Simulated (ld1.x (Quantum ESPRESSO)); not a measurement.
## What one change does to a pseudopotential (P, TM)

phosphorus (P), norm-conserving Troullier–Martins (Kleinman–Bylander form), made with ld1.x (Quantum ESPRESSO) 7.5 (PBE, scalar-relativistic). Core [Ne], reference 3s2 3p1.5 (charge +1.5). Waves: 3p (bound): rc 1.40 bohr; 3s (bound): rc 1.55 bohr. Local part: the s channel. Core correction: Bessel-smoothed model core inside 0.85 bohr.

All-electron outer shells of the reference configuration (PBE, scalar-relativistic, ld1.x):

```json
{"shell": "3s", "level (eV)": "-28.48", "outermost node (bohr)": "0.65", "outermost maximum (bohr)": "1.54"}
{"shell": "3p", "level (eV)": "-19.10", "outermost node (bohr)": "0.64", "outermost maximum (bohr)": "1.72"}
```

Change: wave 3s (bound): rc 1.55 bohr becomes 3s (bound): rc 1.84 bohr.

Cutoffs: the cutoffs (Ry, on a coarse ladder) from which the occupation-weighted sum of valence levels, in a spherical-Bessel basis at the reference potential, stays within 10 and 1 mRy of its value at 400 Ry; they do not see the model core or the augmentation charge, which bear on the density cutoff. Errors are all-electron minus pseudo energies relative to the spin-unpolarised reference configuration.

Predict the effect on cutoff, ghosts and configuration errors.

The potential gets neither clearly harder nor softer (40 Ry and 55 Ry → 35 Ry and 55 Ry); of the 7 tests that both files solve, the error grows in 6 and shrinks in 0 by more than 15 % and 0.3 meV (median size 6.8 → 8.4 meV); neither file shows a bound ghost. More of the atom is replaced by a form fitted at one configuration, so other configurations suffer.

| quantity | base | changed |
| --- | --- | --- |
| cutoff, loose | 40 Ry | 35 Ry |
| cutoff, tight | 55 Ry | 55 Ry |
| loose cutoff by channel (10 mRy a level) | p 8 Ry, s 18 Ry | p 8 Ry, s 15 Ry |
| bound ghosts | none | none |
| error for 3s2 3p3, meV [ΔE -18.04 eV] | +12 | +16 |
| error for 3s2 3p2, meV [ΔE -8.32 eV] | +2.2 | +2.9 |
| error for 3s2 3p1, meV [ΔE 10.83 eV] | +1.9 | +2.8 |
| error for 3s2 3p0, meV [ΔE 40.57 eV] | +24 | +34 |
| error for 3s1 3p4, meV [ΔE -9.51 eV] | +8.0 | +8.4 |
| error for 3s0 3p5, meV [ΔE -0.84 eV] | +4.7 | -7.0 |
| error for 3s2 3p2.5, meV [ΔE -14.27 eV] | +6.8 | +9.0 |
